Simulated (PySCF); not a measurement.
**Magnetic susceptibility: `C=CCn1cnc(Cl)c1`, C$_{6}$H$_{7}$ClN$_{2}$**

Molfile (atoms numbered from 1):
```
C6H7ClN2
     RDKit          3D

 16 16  0  0  0  0  0  0  0  0999 V2000
   -2.7366   -0.3369    0.5525 C   0  0  0  0  0  0  0  0  0  0  0  0
   -1.6549   -0.4685   -0.1899 C   0  0  0  0  0  0  0  0  0  0  0  0
   -0.7279    0.6638   -0.5356 C   0  0  0  0  0  0  0  0  0  0  0  0
    0.6258    0.3615   -0.1388 N   0  0  0  0  0  0  0  0  0  0  0  0
    1.1868    0.5924    1.0679 C   0  0  0  0  0  0  0  0  0  0  0  0
    2.4103    0.1422    1.1428 N   0  0  0  0  0  0  0  0  0  0  0  0
    2.6563   -0.4160   -0.0659 C   0  0  0  0  0  0  0  0  0  0  0  0
    4.1515   -1.1393   -0.4335 Cl  0  0  0  0  0  0  0  0  0  0  0  0
    1.5634   -0.2985   -0.8834 C   0  0  0  0  0  0  0  0  0  0  0  0
   -3.0343    0.6155    0.9600 H   0  0  0  0  0  0  0  0  0  0  0  0
   -3.3761   -1.1730    0.7752 H   0  0  0  0  0  0  0  0  0  0  0  0
   -1.3644   -1.4317   -0.5863 H   0  0  0  0  0  0  0  0  0  0  0  0
   -0.7380    0.8335   -1.6177 H   0  0  0  0  0  0  0  0  0  0  0  0
   -1.0451    1.5805   -0.0319 H   0  0  0  0  0  0  0  0  0  0  0  0
    0.6792    1.0964    1.8651 H   0  0  0  0  0  0  0  0  0  0  0  0
    1.3966   -0.6129   -1.8917 H   0  0  0  0  0  0  0  0  0  0  0  0
  1  2  2  0
  2  3  1  0
  3  4  1  0
  4  5  1  0
  5  6  2  0
  6  7  1  0
  7  8  1  0
  7  9  2  0
  9  4  1  0
  1 10  1  0
  1 11  1  0
  2 12  1  0
  3 13  1  0
  3 14  1  0
  5 15  1  0
  9 16  1  0
M  END
```

Computed with GIAO PBE0/MINI magnetisability, rotational g tensor and spin-rotation constants, non-relativistic, gas phase in PySCF 2.14.0. Geometry: GFN2-xTB.

Q: What are the magnetisability and the molar susceptibility?

A: Isotropic -1616 × 10⁻³⁰ J/T², or -97.3 × 10⁻⁶ cm³/mol; principal values -1945, -1552, -1351 × 10⁻³⁰ J/T², anisotropy 524 × 10⁻³⁰ J/T² (root of half the summed squared differences of the principal values). The susceptibility is in cgs units.

Q: Split it along the inertial axes a, b, c into diamagnetic and paramagnetic parts about the centre of mass, with the quadrupole moment.

A: 
```tsv
axis	χ (10⁻⁶ cm³/mol)	diamagnetic (10⁻⁶ cm³/mol)	paramagnetic (10⁻⁶ cm³/mol)	summed x² of all electrons (Å²)	quadrupole Θ (D Å)
a	-91.1	-399.3	308.2	417.2	+0.77
b	-85.9	-1920.8	1835.0	58.6	+0.41
c	-115.0	-2018.8	1903.8	35.5	-1.18
```
Anisotropies 2χaa − χbb − χcc = +18.7 and 2χbb − χaa − χcc = +34.4 × 10⁻⁶ cm³/mol. Θ is traceless in Buckingham's convention.

Q: And the rotational g tensor?

A: 
| axis | rotational constant (GHz) | g | nuclear part | electronic part |
| --- | --- | --- | --- | --- |
| a | 4.4993 | -0.0573 | 0.5942 | -0.6515 |
| b | 0.6374 | -0.0096 | 0.5399 | -0.5495 |
| c | 0.6047 | -0.0006 | 0.5403 | -0.5409 |

Asymmetric top; isotopes 12C, 35Cl, 1H, 14N; no vibrational averaging.
